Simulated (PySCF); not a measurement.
Method: PBE-D3(BJ)/def2-TZVP // PBE0-D3(BJ)/def2-SVP (PySCF). Isolated molecules, 0 K electronic values unless said otherwise. One relaxed conformer stands for a flexible species; it need not be the lowest. Excitations are Tamm–Dancoff values on a coarser integration grid. The basis has no diffuse functions, so Rydberg states are missing or too high.

Reference species (SMILES): `[SiH3][Si]([SiH3])([SiH3])[SiH2]B` (neutral, multiplicity 1).

```yaml
T1 excitation (TDA): 2.79 eV
HOMO–LUMO gap: 3.20 eV
LUMO: -3.39 eV
```

After one change: the T1 excitation (TDA) increases by 1.76 eV; the HOMO–LUMO gap rises by 1.60 eV; the LUMO rises by 1.51 eV.

Question: Which change was made? The new species is one of these.
(A) `N#C[SiH2][Si]([SiH3])([SiH3])[SiH3]`
(B) `[SiH3][Si]([SiH3])([SiH3])[SiH2]S` (Si–Si–Si–S torsion -59°, Si–Si–S–H torsion -180°)
(C) `[SiH3][Si]([SiH3])([SiH3])[SiH2]Br` (Si–Si–Si–Br torsion 59°)
(D) `[SiH3][Si]([SiH3])([SiH3])[SiH2]Cl` (Si–Si–Si–Cl torsion 59°)

Answer: C, `[SiH3][Si]([SiH3])([SiH3])[SiH2]Br` (Si–Si–Si–Br torsion 59°)
